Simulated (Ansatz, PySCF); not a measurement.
Pair of molecules: HF (SMILES F) (first 2 atoms) with H2 (SMILES [H][H]); geometry from B3LYP-D3(BJ)/def2-TZVP.
(charge 0, multiplicity 1):
| atom | x (Å) | y (Å) | z (Å) |
|---|---|---|---|
| F | -0.0821 | 0.1939 | -0.5040 |
| H | -0.0694 | 0.0989 | 0.4177 |
| H | -0.0910 | -0.4597 | 2.3092 |
| H | 0.0080 | 0.2767 | 2.3797 |

Interaction energies are E(AB) − E(A) − E(B) at the monomers' geometry in the complex; basis-set methods are counterpoise corrected. Rows marked so take none.

Cores are frozen in the correlated methods. CBS(a, b) extrapolates the correlation energy as X⁻³ and adds the Hartree–Fock energy of set b. Rows in 6-31G* carry no dispersion term and start afresh at each structure (6-31G* with six Cartesian d functions).

Run with Ansatz (an electronic-structure program) with Gaussian orbitals; PySCF for 6-31G* rows, the dispersion terms. Values without a source in brackets are computed.

| level | interaction energy (kcal/mol) |
|---|---|
| HF/6-31G* (no counterpoise) | 0.56 |
| r2SCAN-D3(BJ)/def2-TZVPPD | -1.10 |
| B3LYP/6-31G* (no counterpoise) | -0.38 |
| B3LYP/def2-TZVPPD | -0.95 |
| CAM-B3LYP-D4/def2-TZVPPD | -1.38 |
| wB97M-V/def2-TZVPPD | -1.09 |
| SCS-MP2/aug-cc-pVTZ | … |
| CCSD(T)/aug-cc-pVDZ | … |
| CCSD(T)/CBS(aug-cc-pVTZ, aug-cc-pVQZ) | -1.08 |

Task: Some entries are withheld; supply them.

Result: 
- SCS-MP2/aug-cc-pVTZ, interaction energy (kcal/mol): -0.73
- CCSD(T)/aug-cc-pVDZ, interaction energy (kcal/mol): -0.79
